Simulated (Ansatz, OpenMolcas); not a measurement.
SnGeH6 (SMILES [GeH3][SnH3]): methods side by side

SnGeH6 has 8 atoms, charge 0, and is taken as a singlet. As SMILES, `[GeH3][SnH3]`. The shape is that of a PBE0-D4/def2-TZVP optimisation.

| atom | x (Å) | y (Å) | z (Å) |
| --- | --- | --- | --- |
| Ge | -0.7541 | 0.2858 | -1.0413 |
| Sn | 0.7515 | -0.2903 | 0.9923 |
| H | -1.8308 | 1.3073 | -0.6395 |
| H | -1.4534 | -0.9786 | -1.5670 |
| H | 0.0875 | 0.8865 | -2.1793 |
| H | -0.1876 | -0.9328 | 2.2652 |
| H | 1.9310 | -1.4442 | 0.5538 |
| H | 1.5479 | 1.1091 | 1.5601 |

Each level gives the energy change with the Ge1–H5 bond stretched from 1.538 to 1.999 Å (eV). The values are calculated.

| level | kind | program | value (eV) | less CCSD(T)/def2-SVP | CPU time (all runs) |
| --- | --- | --- | --- | --- | --- |
| revPBE/def2-SVP (core potential) (restricted) | GGA | Ansatz | 0.85 | -0.14 | 12 s |
| r2SCAN/def2-SVP (core potential) (restricted) | meta-GGA | OpenMolcas | 0.98 | -0.01 | 56 s |
| r2SCAN0/def2-SVP (core potential) (restricted) | hybrid meta-GGA | Ansatz | 1.04 | +0.05 | 27 s |
| CAM-B3LYP/def2-SVP (core potential) (restricted) | range-separated hybrid | Ansatz | 1.01 | +0.02 | 15 s |
| PBE-QIDH/def2-SVP (core potential) (restricted) | double hybrid | Ansatz | 1.08 | +0.09 | 19 s |
| RPA@PBE0/def2-SVP (core potential) (restricted) | RPA | Ansatz | 1.02 | +0.03 | 24 s |
| MP2/def2-SVP (core potential) (restricted) | perturbation theory | OpenMolcas | 1.09 | +0.10 | 17 s |
| CCSD(T)/def2-SVP (core potential) (restricted) | coupled cluster or CI | OpenMolcas | 0.99 | 0.00 | 2.7 min |

Differences are taken from CCSD(T)/def2-SVP (core potential) (restricted) for orientation; it has basis-set and higher-order errors of its own. The first shape isn't each level's own minimum. The values span 0.85 to 1.09 eV. In the correlated wave-function rows the outer d shell of Ge, Sn is correlated, in sets not made for it. Times are those of the runs behind each value, whatever else they computed, on shared processors of several kinds: orders of magnitude only.
